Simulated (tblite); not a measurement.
Method: GFN2-xTB as coded in tblite; computed harmonic values from a numerical Hessian at the method's own geometry, unscaled. The method is semi-empirical: single wavenumbers can be off by several per cent or more. Modes of hydrogen on phosphorus can be 10 to 20 % off. One conformer each. Thermal functions are those of the rigid rotor and harmonic oscillator, without mixing of conformers.

Question: Order these by their heat capacity Cp at 298.15 K, highest first (J/(mol K)).
A. `C=C(C)PCC#C`
B. `COc1ccnnn1`
C. `CP1C=CCC=C1`
D. `[PH+]1(CC1)C1CCC1`
E. `CC1C=CPC=C1`
F. `CCC1=C[P@@H+]1CC`

Answer: F (155.4), A (146.8), D (137.2), C (129.5), E (125.8), B (112.7).

| SMILES | atoms | mass (u) | symmetry number | modes under 300 cm⁻¹ | ZPE (kJ/mol) | S translation (J/(mol K)) | S rotation | S vibration | S | Cp |
| --- | --- | --- | --- | --- | --- | --- | --- | --- | --- | --- |
| CCC1=C[P@@H+]1CC | 19 | 115.07 | 1 | 8 | 415.1 | 168.0 | 119.1 | 131.7 | 418.8 | 155.4 |
| C#CCPC(=C)C | 16 | 112.04 | 1 | 7 | 324.7 | 167.7 | 119.0 | 115.2 | 401.9 | 146.8 |
| C1CC([PH+]2CC2)C1 | 19 | 115.07 | 1 | 6 | 423.5 | 168.0 | 117.5 | 102.0 | 387.5 | 137.2 |
| CP1C=CCC=C1 | 16 | 112.04 | 1 | 4 | 338.1 | 167.7 | 115.9 | 73.8 | 357.4 | 129.5 |
| CC1C=CPC=C1 | 16 | 112.04 | 1 | 4 | 337.4 | 167.7 | 115.7 | 63.9 | 347.3 | 125.8 |
| COc1ccnnn1 | 13 | 111.04 | 1 | 4 | 243.3 | 167.6 | 115.7 | 64.8 | 348.1 | 112.7 |

Entropies and Cp are for 298.15 K and 1 bar.
